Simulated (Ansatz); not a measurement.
```yaml
crystal:
  periodic: [false, false, false]
  atoms:
    - {symbol: Zn, position_ang: [-0.002610, -0.001506, -0.000031]}
    - {symbol: Br, position_ang: [-0.015298, -0.019889, 2.224293]}
    - {symbol: Br, position_ang: [0.017908, 0.021395, -2.224251]}
basis:
  gaussian: {orbitals: def2-TZVPD, fitting: {mean_field: def2-universal-jkfit}, point_charges: [{charge: 1.00, position_ang: [4.292, 0.533, 0.048]}]}
hamiltonian: {xc: {name: revPBE0}, dispersion: d4}
scf: {lower_state_search: off}
```

```sh
$ ansatz run in.yaml --threads 4 --pin off --events-out ev --progress --plain --max-ram 3916MiB
```

Output, abridged:

```
Functional definition: revPBE0
796 factors; integrals over basis functions are off by at most 2.8e-1 eV
mean field evaluation 1: about -188500.9634 eV, gradient 3.5e1 eV
mean field evaluation 2: about -188498.0001 eV, gradient 7.1e1 eV
mean field evaluation 4: about -188502.6226 eV, gradient 1.4e0 eV
mean field evaluation 8: about -188502.6262 eV, gradient 1.5e-2 eV
mean field -188502.62615427 eV, -6927.3437395003 hartree, gradient 3.8e-6 eV, S^2 0.000000; 0 other end points of the search recorded, 0 dependent functions left out
reference -188502.62621219 eV, -6927.3437416289 hartree; 50, 50 occupied and 115, 115 virtual orbitals, 796 factors
Total energy: -188502.79958930 eV, -6927.3501131200 hartree
Checks for a lower state left out: stability, starts, cluster_reference, orbital_swaps, neighbouring_geometries, increment
```

It took 1.2 s on 4 threads of Arm Neoverse V1 on a shared host.
